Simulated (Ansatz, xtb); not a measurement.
**Two isomers of FH4OSi2−**

Structure X is `F[SiH-]O[SiH3]`, a singlet and structure Y is `F[SiH2]O[SiH2-]`, a singlet. Both are isolated ions in the gas phase, relaxed with B3LYP-D3(BJ)/def2-SVPD; the shapes shown needn't be the lowest conformers.

X (Å):

```xyz
8

F     0.3403    3.2020   -0.0892
O    -0.9386    2.3260    2.0482
Si   -0.1163    3.8093    1.4830
Si   -1.9593    1.2982    1.2768
H    -1.4199    4.5069    0.9522
H    -2.7639    0.5290    2.2904
H    -1.2599    0.2603    0.4487
H    -2.9423    1.9877    0.3778
```

Y (Å):

```json
{"atom": "F", "x (Å)": "-2.0526", "y (Å)": "-2.8336", "z (Å)": "1.8276"}
{"atom": "O", "x (Å)": "-1.4745", "y (Å)": "-1.0230", "z (Å)": "-0.0782"}
{"atom": "Si", "x (Å)": "-1.3264", "y (Å)": "-1.3649", "z (Å)": "1.4989"}
{"atom": "Si", "x (Å)": "-0.6757", "y (Å)": "0.4539", "z (Å)": "-0.8171"}
{"atom": "H", "x (Å)": "-2.0506", "y (Å)": "-0.4221", "z (Å)": "2.4010"}
{"atom": "H", "x (Å)": "0.0792", "y (Å)": "-1.5548", "z (Å)": "1.9604"}
{"atom": "H", "x (Å)": "0.7931", "y (Å)": "0.0447", "z (Å)": "-0.5000"}
{"atom": "H", "x (Å)": "-0.7476", "y (Å)": "1.3391", "z (Å)": "0.4706"}
```

Estimate which is lower in electronic energy at CCSD(T)/def2-SVPD + ΔMP2/def2-TZVPPD, and by roughly how much.

Not settled: CCSD(T)/def2-SVPD + ΔMP2/def2-TZVPPD gives E(Y) − E(X) = −10.1 kJ/mol, but this leans on the basis-set step: CCSD(T) alone gives +0.4 kJ/mol.

How the difference moves with the method:

```
                               level                geometry  E(Y) − E(X) (kJ/mol)  departure from the last row (kJ/mol)  job, with rough time for the two
                            GFN2-xTB                GFN2-xTB                    +9.2                                 +19.3              optimisation, 0.19 s
                           HF/STO-3G                GFN2-xTB                   +16.9                                 +27.0              single point, 0.18 s
                 r2SCAN-D4/def2-SVPD                GFN2-xTB                    −3.5                                  +6.6               single point, 2.1 s
              B3LYP-D3(BJ)/def2-SVPD  B3LYP-D3(BJ)/def2-SVPD                    +3.1                                 +13.2                optimisation, 59 s
                        HF/def2-SVPD  B3LYP-D3(BJ)/def2-SVPD                    +2.3                                 +12.4           part of the CCSD(T) run
                       MP2/def2-SVPD  B3LYP-D3(BJ)/def2-SVPD                    −0.2                                  +9.9           part of the CCSD(T) run
                   CCSD(T)/def2-SVPD  B3LYP-D3(BJ)/def2-SVPD                    +0.4                                 +10.5                      single point
CCSD(T)/def2-SVPD + ΔMP2/def2-TZVPPD  B3LYP-D3(BJ)/def2-SVPD                   −10.1                                                      single point, 19 s
```

As drawn, both hold the same kinds of bond in the same numbers.

GFN2-xTB, HF/STO-3G, B3LYP-D3(BJ)/def2-SVPD, HF/def2-SVPD put the two in the other order. MP2/def2-SVPD, CCSD(T)/def2-SVPD find them nearly level. The largest departure from CCSD(T)/def2-SVPD + ΔMP2/def2-TZVPPD is that of HF/STO-3G, 27.0 kJ/mol. The last row adds to CCSD(T) the change of the MP2 difference between the two basis sets, here −10.5 kJ/mol.

With harmonic frequencies from B3LYP-D3(BJ)/def2-SVPD (ideal gas, rigid rotor, one conformer each, 200 K, 1 atm): on the last row, ΔE + ΔZPE = −10.6, ΔH = −10.6, ΔG = −10.3 kJ/mol.

The correlated steps freeze 12 core orbitals. Programs: Ansatz 0.2.0, xtb 6.7.1; the last row on 2 threads of Intel(R) Xeon(R) 6975P-C (Granite Rapids) on a shared host.
